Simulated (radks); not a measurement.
Cd+, 47 electrons, occupied as [Kr] 4d10 5s1 (the NIST ground configuration). Calculated with a radial shooting solver on a logarithmic mesh with Libxc functionals: scalar-relativistic Kohn-Sham, PBE, spin-polarised, spherical densities, finite nucleus; open shells are filled with parallel spins first (spin-orbit coupling, left out, can overturn this in heavy ions); Fermi nuclear charge, rms radius 4.6087 fm. Some entries of the table are withheld. Estimate them.

orbital,occ.,eigenvalue (eV),r(max) (bohr),<1/r> (bohr^-1)
1s up,1,-26533.15,0.01968,50.64
1s down,1,-26533.12,0.01968,50.64
2s up,1,-3946.610,0.1112,11.52
2s down,1,-3946.607,0.1112,11.52
2p up,3,-3542.245,0.08898,11.11
2p down,3,-3542.238,0.08898,11.11
3s up,1,-742.6959,0.3239,4.062
3s down,1,-742.6752,0.3239,4.062
3p up,3,-610.0295,0.3171,3.869
3p down,3,-610.0088,0.3171,3.869
3d up,5,-402.3854,0.2658,3.642
3d down,5,-402.3705,0.2658,3.642
4s up,1,-114.7365,0.7954,1.571
4s down,1,-114.7068,0.7955,1.572
4p up,3,-75.8200,0.8456,(1)
4p down,3,-75.7659,0.8456,(2)
4d up,5,-20.6069,(3),1.056
4d down,5,-20.3562,(4),1.065
5s up,1,-13.4733,2.239,0.4832
5s down,0,-12.5418,2.232,0.4846
5p up,0,-7.7362,2.821,(5)
5p down,0,-6.7913,2.840,(6)

Answer. 
(1) 4p up <1/r> (bohr^-1): 1.415
(2) 4p down <1/r> (bohr^-1): 1.416
(3) 4d up r(max) (bohr): 0.9817
(4) 4d down r(max) (bohr): 0.9799
(5) 5p up <1/r> (bohr^-1): 0.3682
(6) 5p down <1/r> (bohr^-1): 0.3679
